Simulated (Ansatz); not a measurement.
Total energies of BCl2I, SMILES `ClB(Cl)I`.

Z-matrix (Å, degrees):
```
B
Cl 1 1.734
I 1 2.118 2 120.0
Cl 1 1.734 2 120.0 3 180.0
```

Charge 0, multiplicity 1. Correlated methods include outer-core shells of I, which these sets cover unevenly. I takes the def2 core potential. The structure was optimised at the PBE0-D4/def2-TZVP level. Basis def2-TZVPP, Ansatz 0.2.0.

RPA on PBE orbitals: Hartree–Fock energy of these orbitals -1240.43703 Eh, correlation -1.38297 Eh (frozen core).

| functional | energy without D4 (Eh) | D4 term (kJ/mol) |
| --- | --- | --- |
| LDA (SPW92) | -1239.44494 | – |
| PBE | -1242.67587 | -15.8 |
| revPBE | -1242.96591 | -39.0 |
| BLYP | -1243.02676 | -34.3 |
| r2SCAN | -1243.14232 | -3.2 |
| B97M-V | -1242.86004 | – |
| PBE0 | -1242.77863 | -13.4 |
| B3LYP | -1243.22394 | -26.4 |
| r2SCANh | -1243.12843 | -3.6 |
| r2SCAN0 | -1243.10844 | -4.1 |
| HSE06 (plane-wave form) | -1242.76026 | -12.8 |
| BHLYP | -1243.03749 | -23.9 |
| CAM-B3LYP | -1243.11100 | -14.1 |
| LC-ωPBE | -1242.85870 | – |
| ωB97X-V | -1242.94526 | – |
| ωB97M-V | -1243.03237 | – |
| B2PLYP | -1242.65093 | – |
| PBE-QIDH | -1242.45660 | – |

B3LYP takes the VWN-RPA correlation (the form of Gaussian; ORCA's B3LYP/G). HSE06 is the plane-wave form, built on full-range PBE exchange. The double hybrids freeze the cores in their second-order part.

LC-ωPBE has ω = 0.4 bohr⁻¹.
